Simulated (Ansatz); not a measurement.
The lowest singlet and triplet of CH4Si (SMILES C[SiH]); geometries from B3LYP-D3(BJ)/def2-TZVP, each state relaxed from the structure named, with no frequency check.
Singlet at the triplet's geometry (charge 0, multiplicity 1):
```xyz
6

C     -1.11567    -0.34404     0.02056
Si     0.66692     0.29665    -0.02181
H     -1.29149    -1.03717    -0.80454
H     -1.81460     0.48721    -0.07606
H     -1.31598    -0.85196     0.96609
H      1.77925    -0.68688     0.09645
```

A positive gap puts the triplet lower; no zero-point energy. R- takes a restricted singlet. U- takes an unrestricted singlet (broken symmetry where lower, unprojected). The triplet is unrestricted in single-reference levels.

Cores are frozen in the correlated methods.

The values were computed with Ansatz (a program for electronic structure). 

### Question
One of these levels gives -0.331 eV for the gap E(singlet) − E(triplet), vertical, at the triplet's geometry. Which one is it?
A) R-MP2/cc-pV(D+d)Z
B) U-SVWN5/def2-TZVPP
C) R-MP2/cc-pV(Q+d)Z
D) U-MP2/cc-pV(D+d)Z (spin-contaminated)

### Answer
A, R-MP2/cc-pV(D+d)Z. The others give -0.547 (U-SVWN5/def2-TZVPP), -0.278 (U-MP2/cc-pV(D+d)Z (spin-contaminated)), -0.476 (R-MP2/cc-pV(Q+d)Z)

Doubts at one or more of the structures used: a restricted determinant that unrestricted orbitals would lower (R-MP2/cc-pV(D+d)Z, R-MP2/cc-pV(Q+d)Z).
